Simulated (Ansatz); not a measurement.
CH₃BCl₂, SMILES `ClBCCl`. Charge 0, multiplicity 1. The geometry is a stationary point of PBE0-D4/def2-TZVP. It is one conformer, not always the lowest.

```xyz
7

Cl    0.214    2.212    0.428
B     0.437    0.660   -0.334
C    -0.099   -0.637    0.351
Cl   -1.618   -0.762   -0.613
H     0.971    0.629   -1.397
H     0.475   -1.544    0.166
H    -0.379   -0.558    1.399
```

What is the dipole moment at PBE/def2-TZVPP? (Estimate.)

Computed: 1.55 D, with components (0.87, -1.03, 0.77) D in this frame, pointing from negative to positive charge.

And with r2SCAN, B3LYP, ωB97M-V? (Best estimate.)

Computed: r2SCAN 1.67 D, B3LYP 1.66 D, ωB97M-V 1.67 D.

Give the Mulliken charges with PBE, r2SCAN, B3LYP in def2-TZVPP. (Estimate.)

Ansatz gave: 
```json
{"atom": "Cl1", "PBE": "-0.11", "r2SCAN": "-0.13", "B3LYP": "-0.13"}
{"atom": "B2", "PBE": "0.02", "r2SCAN": "0.08", "B3LYP": "0.04"}
{"atom": "C3", "PBE": "-0.11", "r2SCAN": "-0.05", "B3LYP": "-0.11"}
{"atom": "Cl4", "PBE": "-0.10", "r2SCAN": "-0.13", "B3LYP": "-0.13"}
{"atom": "H5", "PBE": "0.03", "r2SCAN": "0.02", "B3LYP": "0.05"}
{"atom": "H6", "PBE": "0.14", "r2SCAN": "0.11", "B3LYP": "0.14"}
{"atom": "H7", "PBE": "0.13", "r2SCAN": "0.10", "B3LYP": "0.14"}
```

B3LYP here is the variant with VWN-RPA as its local correlation; programs differ in this.
